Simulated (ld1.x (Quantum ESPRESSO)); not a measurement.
# Transferability test, PAW potential for boron (B)

B (Z = 5), PAW, made with ld1.x (Quantum ESPRESSO) 7.5 (PBE, scalar-relativistic). Core [He], reference 2s2 2p1. Waves: 2s (bound): rcut 1.45, rcutus 1.70 bohr; 2s channel at -0.2 Ry: rcut 1.45, rcutus 1.70 bohr; 2p (bound): rcut 3.50, rcutus 4.05 bohr; 2p channel at 4.2 Ry: rcut 3.50, rcutus 4.05 bohr; 3d channel at 0.45 Ry: rcut 2.65, rcutus 3.40 bohr; 3d channel at 0.85 Ry: rcut 2.65, rcutus 3.40 bohr. Local part: all-electron potential smoothed inside 3.20 bohr (lloc = -1). Core correction: a·sin(br)/r model core, default radius (ld1.x builds one for every PAW set, though the input has nlcc=.false.). Augmentation charge: PSQ, radius 1.55 bohr.

Energies are relative to the spin-unpolarised reference configuration 2s2 2p1; without spin polarisation the order of configurations can differ from experiment.

| valence configuration | charge | ΔE all-electron (eV) | error AE − PS (meV) |
| --- | --- | --- | --- |
| 2s2 2p0 | +1 | 8.220 | +0.3 |
| 2s1 2p0 | +2 | 33.642 | -7.6 |
| 2s2 2p0.5 | +0.5 | 2.887 | -31 |
| 2s1 2p1 | +1 | 14.361 | -280 |
| 2s1 2p2 | 0 | 5.851 | -3.7 |
| 2s2 2p1.3 | -0.3 | -0.738 | -19 |
| 2s0 2p3 | 0 | 11.721 | -17 |
